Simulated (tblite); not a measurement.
Input of a run (GFN2-xTB geometry optimisation, gas phase (tblite 0.8.0)), started from a force field or distance geometry:
```
{"job": {"kind": "relax", "xc": "GFN2-xTB", "basis": "xTB"}, "charge": 0, "multiplicity": 1}
C     -1.680200     0.840300     0.939600
C     -1.928600    -0.458000     0.202200
C     -3.076200    -0.252500    -0.713300
Si    -0.353500    -0.936100    -0.656800
Si     1.384800     0.256900     0.099100
O      2.688600    -0.839500     0.293400
Si     4.198100    -0.009600     0.335200
H     -0.918500     0.650500     1.715400
H     -1.353500     1.579500     0.178700
H     -2.620800     1.168800     1.437200
H     -2.159000    -1.239700     0.977300
H     -2.955700    -0.705700    -1.706800
H     -3.984000    -0.695500    -0.202600
H     -3.282000     0.847700    -0.759000
H     -0.406600    -0.775300    -2.096600
H     -0.080300    -2.347700    -0.326300
H      1.089100     0.940600     1.358100
H      1.663700     1.268700    -0.920600
H      5.225000    -0.853500    -0.264800
H      4.511400     0.295600     1.751800
H      4.029500     1.281600    -0.332400
```

Output (eV, eV/Å):
```
step      E/eV     max force
  0    -622.31515    2.833
  1    -622.62391    1.920
  2    -622.78599    0.858
  3    -622.86237    1.002
  4    -622.98562    0.567
  5    -623.02616    0.626
  6    -623.08538    0.638
  7    -623.12007    0.479
  8    -623.14541    0.384
  9    -623.16413    0.406
 10    -623.18626    0.445
 11    -623.21325    0.427
 12    -623.23767    0.320
 13    -623.25187    0.234
 14    -623.26003    0.244
 15    -623.27012    0.274
 16    -623.28408    0.321
 17    -623.29864    0.275
 18    -623.31255    0.264
 19    -623.32622    0.269
 20    -623.34022    0.277
 21    -623.35549    0.331
 22    -623.37060    0.317
 23    -623.38359    0.288
 24    -623.39418    0.249
 25    -623.40345    0.211
 26    -623.41296    0.272
 27    -623.42222    0.281
 28    -623.43028    0.207
 29    -623.43687    0.202
 30    -623.44220    0.220
 31    -623.44795    0.293
 32    -623.45432    0.234
 33    -623.46292    0.249
 34    -623.47047    0.227
 35    -623.48210    0.251
 36    -623.49231    0.273
 37    -623.50105    0.201
 38    -623.50774    0.166
 39    -623.51269    0.218
 40    -623.51854    0.268
 41    -623.52408    0.223
 42    -623.53233    0.160
 43    -623.53529    0.134
 44    -623.53963    0.122
 45    -623.54156    0.110
 46    -623.54401    0.095
 47    -623.54630    0.092
 48    -623.54835    0.100
 49    -623.54984    0.106
 50    -623.55134    0.100
 51    -623.55325    0.111
 52    -623.55532    0.115
 53    -623.55664    0.076
 54    -623.55733    0.058
 55    -623.55795    0.075
 56    -623.55868    0.079
 57    -623.55944    0.064
 58    -623.56007    0.053
 59    -623.56059    0.041
 60    -623.56102    0.038
 61    -623.56137    0.040
 62    -623.56167    0.033
 63    -623.56200    0.038
 64    -623.56245    0.048
 65    -623.56302    0.056
 66    -623.56352    0.045
 67    -623.56386    0.045
 68    -623.56413    0.039
 69    -623.56449    0.052
 70    -623.56502    0.063
 71    -623.56565    0.055
 72    -623.56622    0.057
 73    -623.56667    0.046
 74    -623.56707    0.044
 75    -623.56753    0.047
 76    -623.56803    0.050
 77    -623.56846    0.043
 78    -623.56881    0.042
 79    -623.56918    0.042
 80    -623.56964    0.064
 81    -623.57012    0.063
 82    -623.57046    0.033
 83    -623.57065    0.035
 84    -623.57082    0.041
 85    -623.57105    0.039
 86    -623.57141    0.038
 87    -623.57164    0.031
 88    -623.57181    0.028
 89    -623.57197    0.030
 90    -623.57225    0.046
 91    -623.57269    0.058
 92    -623.57323    0.056
 93    -623.57366    0.044
 94    -623.57393    0.046
 95    -623.57415    0.046
 96    -623.57438    0.041
 97    -623.57470    0.028
 98    -623.57480    0.028
 99    -623.57492    0.024
100    -623.57501    0.018
101    -623.57511    0.021
102    -623.57519    0.015
103    -623.57524    0.016
104    -623.57529    0.017
105    -623.57536    0.017
106    -623.57545    0.025
107    -623.57555    0.032
108    -623.57566    0.030
109    -623.57577    0.025
110    -623.57590    0.036
111    -623.57606    0.043
112    -623.57623    0.040
113    -623.57635    0.028
114    -623.57643    0.022
115    -623.57650    0.024
116    -623.57660    0.021
117    -623.57673    0.025
118    -623.57683    0.018
119    -623.57689    0.017
120    -623.57692    0.016
121    -623.57698    0.021
122    -623.57706    0.025
123    -623.57717    0.032
124    -623.57729    0.028
125    -623.57740    0.028
126    -623.57750    0.025
127    -623.57764    0.026
128    -623.57780    0.036
129    -623.57797    0.049
130    -623.57815    0.042
131    -623.57830    0.092
132    -623.57856    0.060
133    -623.57893    0.046
134    -623.57931    0.058
135    -623.57971    0.055
136    -623.57992    0.070
137    -623.58039    0.077
138    -623.58075    0.057
139    -623.58180    0.105
140    -623.58237    0.073
141    -623.58347    0.102
142    -623.58463    0.158
143    -623.58525    0.050
144    -623.58573    0.051
145    -623.58647    0.084
146    -623.58694    0.044
147    -623.58745    0.059
148    -623.58793    0.070
149    -623.58843    0.051
150    -623.58884    0.049
151    -623.58914    0.037
152    -623.58939    0.029
153    -623.58959    0.035
154    -623.58986    0.036
155    -623.59000    0.036
156    -623.59009    0.025
157    -623.59015    0.014
158    -623.59023    0.017
159    -623.59029    0.024
160    -623.59034    0.023
161    -623.59039    0.018
162    -623.59046    0.018
163    -623.59052    0.022
164    -623.59058    0.022
165    -623.59066    0.026
166    -623.59077    0.027
167    -623.59093    0.035
168    -623.59113    0.047
169    -623.59136    0.046
170    -623.59161    0.039
171    -623.59196    0.043
172    -623.59246    0.056
173    -623.59318    0.064
174    -623.59406    0.063
175    -623.59496    0.080
176    -623.59572    0.082
177    -623.59633    0.113
178    -623.59739    0.090
179    -623.59898    0.087
180    -623.60148    0.131
181    -623.60306    0.163
182    -623.60559    0.146
183    -623.61054    0.132
184    -623.61499    0.151
185    -623.61650    0.175
186    -623.61986    0.158
187    -623.62264    0.107
188    -623.62506    0.086
189    -623.62740    0.075
190    -623.62864    0.212
191    -623.63029    0.071
192    -623.63130    0.067
193    -623.63246    0.069
194    -623.63316    0.070
195    -623.63372    0.059
196    -623.63413    0.069
197    -623.63452    0.058
198    -623.63485    0.068
199    -623.63536    0.045
200    -623.63573    0.044
201    -623.63610    0.037
202    -623.63643    0.035
203    -623.63677    0.036
204    -623.63704    0.033
205    -623.63723    0.028
206    -623.63737    0.025
207    -623.63754    0.030
208    -623.63771    0.028
209    -623.63784    0.028
210    -623.63794    0.028
211    -623.63804    0.021
212    -623.63812    0.018
213    -623.63818    0.016
214    -623.63825    0.015
215    -623.63833    0.018
216    -623.63840    0.019
217    -623.63847    0.028
218    -623.63853    0.016
219    -623.63858    0.015
220    -623.63862    0.011
221    -623.63865    0.014
222    -623.63868    0.014
223    -623.63871    0.015
224    -623.63876    0.017
225    -623.63881    0.017
226    -623.63886    0.015
227    -623.63891    0.012
228    -623.63896    0.014
229    -623.63901    0.014
230    -623.63905    0.015
231    -623.63908    0.011
232    -623.63910    0.020
233    -623.63912    0.013
234    -623.63915    0.008
```

Summarise the run.

The energy falls by 1.324 eV over 234 L-BFGS steps, the largest force on an atom goes from 2.83 to 0.008 eV/Å, and the atoms move by 1.001 Å rms after alignment. The bond that changes most is O6–Si7 (siloxane oxygen to oxygen-bound silicon), which shortens by 0.108 Å. Bonds longer at the end by more than 0.005 Å: 7 of 20; shorter: 10. Among the angles that change most is Si5–O6–Si7, from 111.2° to 163.4°. Among the dihedrals that turn most is C3–C2–Si4–H16, from -110° to -56°. The energy never rose by more than 1e-5 eV on the way. The first step brought 23 % of the lowering.

What are the final bond lengths?

C1–C2 1.526 Å, C2–C3 1.524 Å, C2–Si4 1.915 Å, Si4–Si5 2.303 Å, Si5–O6 1.625 Å, O6–Si7 1.615 Å, C1–H8 1.089 Å, C1–H9 1.088 Å, C1–H10 1.090 Å, C2–H11 1.096 Å, C3–H12 1.087 Å, C3–H13 1.090 Å, C3–H14 1.088 Å, Si4–H15 1.478 Å, Si4–H16 1.477 Å, Si5–H17 1.471 Å, Si5–H18 1.471 Å, Si7–H19 1.460 Å, Si7–H20 1.462 Å, Si7–H21 1.461 Å. Numbering counts from 1 in the input's order; the species is `CC(C)[SiH2][SiH2]O[SiH3]`.

Time: 3.9 s of wall time. Hardware: Arm Neoverse N1, one thread, shared host with 64 logical CPUs at a one-minute load of 59.

GFN2-xTB frequencies show an imaginary mode (22i cm⁻¹), so the point is no minimum at that level. 3 starts were optimised and ended at 0.00, 0.41 and 0.89 kcal/mol (GFN2-xTB); the lowest of these is shown.

The numbers are calculated, not measured.
